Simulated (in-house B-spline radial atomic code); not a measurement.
Results of a calculation; reference values are marked as such.
Extrapolating the RPA correlation energy in partial waves: Cr XVIII (Cr17+)

All-electron RPA on PBE orbitals from an all-electron radial atomic-structure program (B-spline basis), scalar-relativistic (spin-free one-electron X2C), finite nucleus, configuration [He] 2s2 2p3, highest spin. With empty states up to angular momentum L the sums are:

```tsv
L	E_c(L) (hartree)
3	-0.418576
4	-0.432953
5	-0.438713
6	-0.441472
7	-0.442957
```

For large l each further wave adds A/(l + 1/2)⁴, because the basis must build the cusp where two electrons meet.

(1) Estimate the limit from L = 6 and L = 7.

(2) How good is the estimate?

## Answers

(1) Wave 7 adds -0.001485, against a sum of (l + 1/2)⁻⁴ of 3.16049e-04, so A = -4.6986. The sum over l > 7 is ζ(4, 8.5) = 6.4602e-04, close to 1/(3 × 8³) = 6.5104e-04. The tail is -0.003035 and the limit -0.44599 hartree.

(2) A run to L = 11 sums to -0.44493 and extrapolates to -0.44570 hartree, 0.05 millihartree from the run before. The estimate differs from that by -0.30 millihartree, while the bare sum at L = 7 misses 2.7 millihartree (0.6 %).
